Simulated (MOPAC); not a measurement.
MOPAC input (PM3):

```
PM3 PRECISE GNORM=0.05 LET XYZ UHF MS=0.5 GEO-OK AUX(PRECISION=9) THREADS=1
CaF

Ca   -0.00000000 1   -0.00000000 1   -0.60863799 1
F     0.00000000 1    0.00000000 1    1.35252886 1
```

From the last part of the output:

```
                                                       MOPAC v23.2.5 Linux

          FINAL HEAT OF FORMATION =        -68.03879 KCAL/MOL =    -284.67428 KJ/MOL

          COSMO AREA              =         89.65 SQUARE ANGSTROMS
          COSMO VOLUME            =         77.22 CUBIC ANGSTROMS

          GRADIENT NORM           =          0.00230          =       0.00163 PER ATOM
          IONIZATION POTENTIAL    =          6.818517 EV
          ALPHA SOMO LUMO (EV)    =         -6.819 -0.041
          BETA  SOMO LUMO (EV)    =        -12.789 -0.828
          NO. OF ALPHA ELECTRONS  =          5
          NO. OF BETA  ELECTRONS  =          4
          MOLECULAR WEIGHT        =         59.0784         POINT GROUP:  C*v

          MOLECULAR DIMENSIONS (Angstroms)

            Atom       Atom       Distance
            F     2   Ca     1     2.00836
            F     2   Ca     1     0.00000
           Ca     1    F     2     0.00000

          SCF CALCULATIONS        =          6

   ATOM   CHEMICAL          X               Y               Z
  NUMBER   SYMBOL      (ANGSTROMS)     (ANGSTROMS)     (ANGSTROMS)

     1      Ca          0.00000000  *   0.00000000  *  -0.63223397  *
     2       F          0.00000000  *   0.00000000  *   1.37612484  *

                             CARTESIAN COORDINATES

   1   Ca        0.000000000     0.000000000    -0.632233966
   2    F        0.000000000     0.000000000     1.376124836

           Empirical Formula: Ca F  =     2 atoms

      MOLECULAR POINT GROUP   :   C*v

          ALPHA EIGENVALUES
 -16.40603 -12.95938 -12.77684 -12.77684  -6.81852  -0.04077  -0.04077   2.33363

           BETA EIGENVALUES
 -16.31725 -12.83511 -12.78911 -12.78911  -0.82762   0.56677   0.56677   2.69450

              NET ATOMIC CHARGES AND DIPOLE CONTRIBUTIONS

  ATOM NO.   TYPE          CHARGE      No. of ELECS.   s-Pop       p-Pop
    1         Ca           0.526087        1.4739     0.96917     0.50475
    2          F          -0.526087        7.5261     1.67198     5.85410
 DIPOLE           X         Y         Z       TOTAL
 POINT-CHG.     0.000     0.000    -5.075     5.075
 HYBRID         0.000    -0.000     2.159     2.159
 SUM            0.000    -0.000    -2.916     2.916

          ATOMIC ORBITAL ELECTRON POPULATIONS

     Atom    s        px        py        pz
    1 Ca   0.96917   0.05385   0.05385   0.39705
    2  F   1.67198   1.94615   1.94615   1.96181

                    (SZ)    =    0.500000
                    (S**2)  =    0.750686

          ATOMIC ORBITAL SPIN POPULATIONS

    Atom   Total    s     px     py     pz
         Atomic
    1 Ca  0.9776  0.787  0.004  0.004  0.183
    2  F  0.0224  0.011 -0.004 -0.004  0.019

 **********************
 *                    *
 * JOB ENDED NORMALLY *
 *                    *
 **********************

 == MOPAC DONE ==
```
